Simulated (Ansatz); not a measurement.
CH3N (SMILES C=N), charge 0, multiplicity 1, relaxed at each level with Ansatz (a first-principles code); harmonic frequencies from differences of analytic forces, average atomic masses, frozen cores.

| level | C1–N2 (Å) | C1–H3 (Å) | C1–H4 (Å) | N2–H5 (Å) | N2–C1–H3 (°) | N2–C1–H4 (°) | H3–C1–H4 (°) | dipole (D) |
|---|---|---|---|---|---|---|---|---|
| HF/def2-TZVPP | 1.2458 | 1.0794 | 1.0831 | 1.0029 | 119.4 | 124.2 | 116.4 | 2.18 |
| PBE/def2-TZVPP | 1.2728 | 1.0990 | 1.1041 | 1.0304 | 118.6 | 125.3 | 116.1 | 1.90 |
| r2SCAN/def2-TZVPP | 1.2648 | 1.0916 | 1.0968 | 1.0220 | 118.7 | 125.0 | 116.3 | 1.97 |
| B3LYP/def2-TZVPP | 1.2633 | 1.0896 | 1.0941 | 1.0207 | 118.9 | 124.8 | 116.2 | 1.99 |
| PBE0/def2-TZVPP | 1.2607 | 1.0910 | 1.0954 | 1.0197 | 118.9 | 124.8 | 116.3 | 1.99 |
| wB97X-V/def2-TZVPP | 1.2635 | 1.0915 | 1.0955 | 1.0204 | 118.9 | 124.5 | 116.6 | 2.05 |
| MP2/cc-pVTZ | 1.2752 | 1.0856 | 1.0898 | 1.0199 | 118.5 | 124.7 | 116.8 | 2.00 |
| CCSD(T)/cc-pVDZ | 1.2889 | 1.1039 | 1.1085 | 1.0349 | 118.5 | 125.3 | 116.1 | 1.85 |
| CCSD(T)/cc-pVTZ | 1.2775 | 1.0881 | 1.0924 | 1.0217 | 118.6 | 124.6 | 116.7 | 1.96 |

Measured: bond lengths of mixed type (r0, rs, rg or re) CN 1.273, NH 1.023, CH 1.103, CH 1.081 Å [NIST CCCBDB].

Doubts at one or more of the structures used: a restricted determinant that unrestricted orbitals would lower (MP2/cc-pVTZ, CCSD(T)/cc-pVDZ, CCSD(T)/cc-pVTZ).
